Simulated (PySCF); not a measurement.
Diatomics of H with the fifth-period p block

HF with double-zeta basis sets in PySCF, for the lowest determinant that a PBE0 search found; no spin–orbit coupling. De refers to high-spin ground-configuration atoms. A positive dipole means M(−)H(+).

```json
{"M": "In", "basis": "def2-SVP", "reference": "RHF", "state (unpaired electrons)": "singlet (closed shell)", "Re (Å)": "1.851", "ωe (cm⁻¹)": "1523", "De (eV)": "1.80", "μ (D)": "-0.36"}
{"M": "Sn", "basis": "def2-SVP", "reference": "UHF", "state (unpaired electrons)": "doublet (π ↑)", "Re (Å)": "1.773", "ωe (cm⁻¹)": "1793", "De (eV)": "1.68", "μ (D)": "-0.31"}
{"M": "Sb", "basis": "def2-SVP", "reference": "UHF", "state (unpaired electrons)": "triplet (π ↑↑)", "Re (Å)": "1.708", "ωe (cm⁻¹)": "2026", "De (eV)": "1.56", "μ (D)": "-0.05"}
{"M": "Te", "basis": "aug-cc-pVDZ-PP/aug-cc-pVDZ", "reference": "UHF", "state (unpaired electrons)": "doublet (π ↑)", "Re (Å)": "1.651", "ωe (cm⁻¹)": "2254", "De (eV)": "1.85", "μ (D)": "0.23"}
{"M": "I", "basis": "x2c-SVPall", "reference": "RHF", "state (unpaired electrons)": "singlet (closed shell)", "Re (Å)": "1.600", "ωe (cm⁻¹)": "2461", "De (eV)": "2.26", "μ (D)": "0.65"}
```

The shortest bond is that of HI (1.600 Å), the longest that of InH (1.851 Å).

The rows differ in basis set, which adds steps of its own.

The state changes along the series, so neighbouring rows are not always alike in their bonding.

Spin–orbit coupling is left out, which matters for elements this heavy, above all for dissociation energies. Where the molecule has an RHF reference, its open-shell atoms are computed with UHF. Hartree–Fock leaves out correlation, which carries a large part of most bond energies and some tenths to 1 eV of ionisation energies. States were picked by a PBE0 search and need not be the measured ground states.
